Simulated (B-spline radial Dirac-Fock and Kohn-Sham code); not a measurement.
## Photoabsorption cross section of Ca⁺ by shell

System: calcium as Ca⁺, 1s2 2s2 2p6 3s2 3p6 4p1 (not the ground configuration).

Level of theory: independent-particle photoionisation in a Dirac-Hartree-Slater potential with a Latter tail, all multipoles, thresholds from Dirac-Fock ΔSCF; a B-spline atomic structure program.

Computed thresholds (eV): K 4056.7, L1 458.8, L2 369.6, L3 366.1, M1 67.23, M2 42.64, M3 42.26, N2 8.44, N3 8.41.

```
photon energy (eV)  total (b)  K (%)  L (%)  M (%)  N (%)
              34.1      37630      –      –      –  100.0
             40.81      34690      –      –      –  100.0
               232     676600      –      –   99.1    0.9
               283     481500      –      –   99.1    0.9
               400  2.451e+06      –   90.0    9.9    0.1
               447  1.909e+06      –   89.8   10.1    0.1
               889     442700      –   90.6    9.4    0.1
            1486.9     118100      –   89.9   10.0    0.1
            2984.4      17970      –   89.3   10.7    0.1
              6000      25180   89.9    9.0    1.1    0.0
             15000       1953   90.8    8.1    1.0    0.0
           17479.3       1249   90.9    8.1    1.0    0.0
             35900      144.1   91.0    7.9    1.0    0.0
             37200      129.2   91.0    7.9    1.0    0.0
             70100      18.14   91.1    7.9    1.0    0.0
             80000      11.99   91.1    7.9    1.0    0.0
```

Question: With what power of the photon energy does the total fall between 70100 and 80000 eV?

Answer: As E^-3.13. The non-relativistic Born limit for an s electron far above threshold is E^-3.5; near threshold and at relativistic energies the fall is slower.
